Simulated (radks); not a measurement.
The numbers below are computed, except where a source is named.
Species: the magnesium ion Mg3.75+. Configuration: [He] 2s2 2p(up 2.25, down 2) (fractional occupations, a model configuration). Code: a radial shooting solver on a logarithmic mesh with Libxc functionals. Model: non-relativistic Kohn-Sham, PBE, spin-polarised, spherical densities, point nucleus.

Normalised radial functions P(r) = r R(r), r in bohr:

| r | 2s down | 2p down |
|---|---|---|
| 0.004593 | 0.0938 | 0.0012 |
| 0.00561 | 0.1132 | 0.0018 |
| 0.006853 | 0.1362 | 0.0026 |
| 0.00837 | 0.1632 | 0.0039 |
| 0.01022 | 0.1949 | 0.0058 |
| 0.01249 | 0.2315 | 0.0085 |
| 0.01525 | 0.2732 | 0.0125 |
| 0.01863 | 0.3198 | 0.0182 |
| 0.02275 | 0.3708 | 0.0265 |
| 0.02779 | 0.4245 | 0.0384 |
| 0.03394 | 0.4786 | 0.0553 |
| 0.04146 | 0.5289 | 0.0790 |
| 0.05063 | 0.5695 | 0.1118 |
| 0.06185 | 0.5927 | 0.1565 |
| 0.07554 | 0.5883 | 0.2161 |
| 0.09226 | 0.5451 | 0.2939 |
| 0.1127 | 0.4515 | 0.3922 |
| 0.1376 | 0.2982 | 0.5120 |
| 0.1681 | 0.0817 | 0.6513 |
| 0.2053 | -0.1913 | 0.8035 |
| 0.2508 | -0.5005 | 0.9568 |
| 0.3063 | -0.8113 | 1.0938 |
| 0.3741 | -1.0764 | 1.1919 |
| 0.457 | -1.2458 | 1.2275 |
| 0.5582 | -1.2827 | 1.1838 |
| 0.6817 | -1.1785 | 1.0581 |
| 0.8327 | -0.9608 | 0.8659 |
| 1.017 | -0.6866 | 0.6389 |
| 1.242 | -0.4226 | 0.4173 |
| 1.517 | -0.2184 | 0.2355 |
| 1.853 | -0.0914 | 0.1108 |
| 2.263 | -0.0295 | 0.0417 |

2s down: eigenvalue -151.83 eV, 1 radial node at r = 0.179 bohr, <r> = 0.656 bohr, 90 % of the charge inside 1.03 bohr. 2p down: eigenvalue -119.98 eV, 0 radial nodes, <r> = 0.616 bohr, 90 % of the charge inside 1.03 bohr.
